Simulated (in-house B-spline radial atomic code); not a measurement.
Inner-shell binding energies (edges) and X-ray emission energies of free atoms and ions, as differences of relaxed hole-state energies with first-order Breit, QED and recoil terms, without correlation or multiplet splittings, in NIST's listed ground configurations. For neutral atoms such line energies lie within some 1 to 5 eV of tabulated X-ray lines (up to 20 eV for the heaviest). Removing outer electrons raises all edges nearly alike, so lines move far less than edges. K = 1s, L1 = 2s, L3 = 2p3/2, M3 = 3p3/2. A dash marks a subshell that is part filled or wasn't run, or a line left out. Computed with a B-spline radial code for spherical atoms: Dirac-Hartree-Fock, average of the configuration, finite nuclei.

```tsv
ion	configuration	K edge (eV)	L1 edge (eV)	L3 edge (eV)	K-L3 (eV)	K-M3 (eV)
Co	[Ar] 3d7 4s2	7722.46	942.77	794.14	6928.31	7646.61
Co+	[Ar] 3d8	7724.87	943.99	795.61	6929.26	7645.75
Co2+	[Ar] 3d7	7743.76	963.55	815.09	6928.67	7647.14
Co3+	[Ar] 3d6	7766.12	986.67	838.13	6927.99	7649.51
Co4+	[Ar] 3d5	7791.57	1012.95	864.32	6927.25	7652.9
Co5+	[Ar] 3d4	7819.92	1042.14	893.42	6926.49	7657.37
Co6+	[Ar] 3d3	7851.02	1074.05	925.26	6925.76	7662.92
Co7+	[Ar] 3d2	7884.79	1108.56	959.71	6925.08	7669.59
```
